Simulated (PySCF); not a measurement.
**Electronic structure of N(3+) (nitrogen, charge +3) at the UHF level**

Configuration: [He] 2s2, closed-shell 1S. Computed with PySCF 2.14 in an uncontracted even-tempered set (20 s from 0.2 bohr⁻², ratio 2.2; 9 p from 0.37 bohr⁻², ratio 2.4; 6 d from 1.1 bohr⁻², ratio 2.4; 5 f from 1.7 bohr⁻², ratio 2.4; 5 g from 2.5 bohr⁻², ratio 2.4), with the spin-free X2C one-electron Hamiltonian (Gaussian nucleus).

```
Total energy                        : -51.112265 hartree
One-electron energy                 : -60.4307 hartree
Hartree (Coulomb) energy            : 14.4603 hartree
Exchange energy                     : -5.1419 hartree
⟨S²⟩                                : 0.0000
⟨L²⟩                                : 0.000
Sum of ⟨r⟩                          : 2.676 bohr
Sum of ⟨r²⟩                         : 3.036 bohr²
Langevin diamagnetic susceptibility : -2.40 ×10⁻⁶ cm³/mol
```

```
shell  electrons  mean orbital energy (eV)  rms radius, mean of both spins (bohr)
   1s          2                   -493.30                                  0.263
   2s          2                   -75.332                                   1.20
```
